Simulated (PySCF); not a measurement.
C₂H₆N, SMILES [CH2]CN, multiplicity 2.

Geometry optimised at PBE-D3(BJ)/def2-TZVP. The isomer is the one that the SMILES or the coordinates give; other isomers of the formula were not compared. One conformer was computed; it need not be the lowest.

These are PBE-D3(BJ)/def2-TZVP (PySCF) values and carry that method's errors.

Frequencies are harmonic and unscaled.

Computed normal modes with their intensities:
```csv
mode,ν (cm⁻¹),IR (km/mol),moving atoms (share of kinetic energy)
1,230,1.0,H 95 %
2,275,37.9,"H 90 %, C 9 %"
3,408,6.6,"H 45 %, C 31 %, N 24 %"
4,505,52.2,"H 75 %, C 22 %"
5,797,128.5,"H 77 %, N 16 %"
6,816,13.6,"H 68 %, C 20 %, N 12 %"
7,935,11.0,"H 44 %, C 42 %, N 14 %"
8,1049,4.1,"H 60 %, C 34 %"
9,1088,8.3,"H 49 %, C 38 %, N 14 %"
10,1123,1.1,"H 68 %, C 27 %"
11,1271,4.2,"H 79 %, C 13 %"
12,1347,5.8,"H 72 %, C 25 %"
13,1401,4.6,"H 77 %, C 22 %"
14,1422,7.5,H 93 %
15,1601,28.9,H 92 %
16,2845,82.7,H 94 %
17,2851,29.4,H 92 %
18,3083,10.4,H 96 %
19,3191,7.9,"H 89 %, C 11 %"
20,3399,2.0,H 96 %
21,3483,0.4,"H 92 %, N 8 %"
```
